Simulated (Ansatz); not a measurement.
Ansatz (a program for electronic structure) input:
A basis named .json is the Basis Set Exchange file of that set.

Ansatz 0.2 input:
```yaml
crystal:
  periodic: [false, false, false]
  atoms:
    - {symbol: Si, position_ang: [1.11609041, -0.54084933, -0.01174529]}
    - {symbol: Si, position_ang: [-0.97938714, 0.38169700, 0.01853758]}
    - {symbol: H, position_ang: [1.69172456, 0.86455427, 0.10069178]}
    - {symbol: H, position_ang: [-1.37976950, 1.79192216, -0.23800389]}
    - {symbol: H, position_ang: [-2.22580076, -0.42834370, 0.04222016]}
basis:
  gaussian:
    orbitals: aug-cc-pV_D+d_Z.json
magnetization: {spin_polarized: true, initial_magnetization: 1}
correlation: {method: ccsd_t, electrons: outside_noble_gas}
output: {forces: true}
```

Question: Predict the final energy.

Answer: -579.75881 Eh (CCSD(T)/aug-cc-pV(D+d)Z). The basis has 91 functions.

It need not be the lowest isomer of its formula.

The determinant is spin-contaminated: <S^2> is 0.92 against 0.75 for a pure state.
